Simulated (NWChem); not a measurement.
System: C$_{3}$H$_{3}$BO$_{3}$; SMILES C=C1C(OB1O)=O

NWChem input:

```
start job
memory heap 200 mb stack 900 mb global 1100 mb
geometry units angstroms noautoz
  C     -2.056454     0.671273     0.000000
  C     -0.809891     0.198820     0.000000
  B      0.130197    -1.049545     0.000000
  O      0.042554    -2.389010     0.000000
  O      1.294601    -0.251068     0.000000
  C      0.499413     0.936072     0.000000
  O      0.910012     2.056156     0.000000
  H     -2.253321     1.741667     0.000000
  H     -2.919238     0.010099     0.000000
  H      0.913115    -2.817850     0.000000
end
basis spherical
  * library def2-tzvp
end
dft
  xc pw6b95
  iterations 150
  semidirect filesize 400000000
  mulliken
end
task dft energy
```

Geometry: optimised at B3LYP/6-31G* (spherical d).

**Question.** Predict the main results of this run. (PW6B95/def2-TZVP.) Quantities: energy (Ha); highest occupied level (eV); orbital gap (eV); dipole (D).

**Answer.** 
```json
{
  "energy (Ha)": "-367.30",
  "highest occupied level (eV)": "-8.41",
  "orbital gap (eV)": "6.36",
  "dipole (D)": "3.11"
}
```
